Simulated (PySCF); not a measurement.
C2H4ClFOSi, SMILES O=CC[Si@@H](F)Cl. Atoms are numbered in the order given.

```xyz
10

O      2.6807     0.1530    -1.2475
C      2.0486     0.2584    -0.2315
C      1.1070    -0.7895     0.2861
Si    -0.6698    -0.4638    -0.1983
F     -1.6006    -1.5262     0.5894
Cl    -1.1932     1.4236     0.4188
H      2.1056     1.1870     0.3920
H      1.1275    -0.8271     1.3881
H      1.3850    -1.7725    -0.1279
H     -0.9311    -0.5967    -1.6477
```
Charge 0, spin multiplicity 1.

Geometry optimised at PBE0-D3(BJ)/def2-SVP. The structure was generated by enumeration; whether it is a known compound was not checked. One conformer was computed; it need not be the lowest.

Computed with PySCF with PBE/def2-TZVP.

ESP charges are fitted to the potential on shells at 1.4 to 2.0 van der Waals radii. Atomic charges (e):

```json
[
 {"atom": "O1", "Löwdin": "0.15", "Mulliken": "-0.21", "ESP fit": "-0.39"},
 {"atom": "C2", "Löwdin": "-0.35", "Mulliken": "0.04", "ESP fit": "0.38"},
 {"atom": "C3", "Löwdin": "-0.37", "Mulliken": "-0.24", "ESP fit": "-0.42"},
 {"atom": "Si4", "Löwdin": "-0.14", "Mulliken": "0.55", "ESP fit": "0.37"},
 {"atom": "F5", "Löwdin": "0.03", "Mulliken": "-0.27", "ESP fit": "-0.20"},
 {"atom": "Cl6", "Löwdin": "0.27", "Mulliken": "-0.20", "ESP fit": "-0.11"},
 {"atom": "H7", "Löwdin": "0.11", "Mulliken": "0.07", "ESP fit": "0.02"},
 {"atom": "H8", "Löwdin": "0.17", "Mulliken": "0.13", "ESP fit": "0.16"},
 {"atom": "H9", "Löwdin": "0.17", "Mulliken": "0.13", "ESP fit": "0.19"},
 {"atom": "H10", "Löwdin": "-0.03", "Mulliken": "-0.01", "ESP fit": "0.00"}
]
```

Computed Mayer and Wiberg (Löwdin basis) orders of the bonds:
| bond | Mayer | Wiberg |
|---|---|---|
| O1–C2 | 2.16 | 2.78 |
| C2–C3 | 0.95 | 1.32 |
| C3–Si4 | 0.95 | 1.10 |
| Si4–F5 | 1.16 | 1.74 |
| Si4–Cl6 | 1.20 | 1.86 |
| C2–H7 | 0.94 | 0.86 |
| C3–H8 | 0.90 | 0.81 |
| C3–H9 | 0.90 | 0.82 |
| Si4–H10 | 0.93 | 0.91 |
